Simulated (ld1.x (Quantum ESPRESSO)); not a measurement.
# An odd input for ld1.x (Quantum ESPRESSO) 7.5 (Tb)

Command:

```bash
ld1.x < Tb.in > Tb.out
```

Input:

```
&input
   title='Tb', zed=65., rel=2, dft='PBESOL', iswitch=3,
   config='[Xe] 4f8 5d1 6s2 6p0', rel_dist='average',
   nld=7, rlderiv=2.70, eminld=-6.0, emaxld=5.0, deld=0.02
 /
 &inputp
   pseudotype=3, tm=.true., lloc=-1, rcloc=2.40,
   nlcc=.true., new_core_ps=.true.,
   file_pseudopw='Tb.UPF', file_wfcaegen='ae.wfc', file_wfcncgen='nc.wfc', file_beta='beta', file_chi='chi', file_wfcusgen='us.wfc'
 /
9
5S  1  0   2.00   0.00  1.70  1.90  0.0
6S  2  0   2.00   0.00  1.70  1.90  0.0
5P  2  1   6.00   0.00  2.15  2.50  0.0
6P  3  1   0.00   0.00  2.15  2.50  0.0
5D  3  2   1.00   0.00  1.80  2.45  0.0
5D  3  2   0.00   0.55  1.80  2.45  0.0
4F  4  3   8.00   0.00  0.75  0.95  0.0
4F  4  3   0.00  -0.05  0.75  0.95  0.0
 &test
   configts(1)='4f8 5s2 5p6 5d1 6s2 6p0'
 /
```

Output:

```
Program LD1 v.7.5

 %%%%%%%%%%%%%%%%%%%%%%%%%%%%%%%%%%%%%%%%%%%%%%%%%%%%%%%%%%%%%%%%%%%%%%%%%%%%%%
     Error in routine read_psconfig (5010):
     reading pseudo wavefunctions configuration
 %%%%%%%%%%%%%%%%%%%%%%%%%%%%%%%%%%%%%%%%%%%%%%%%%%%%%%%%%%%%%%%%%%%%%%%%%%%%%%

     stopping ...
```

Q: This input was made by a single change from one that runs to its end. What was changed?

A: The change: count of waves off by +1. The program refuses the input: "read_psconfig: reading pseudo wavefunctions configuration".
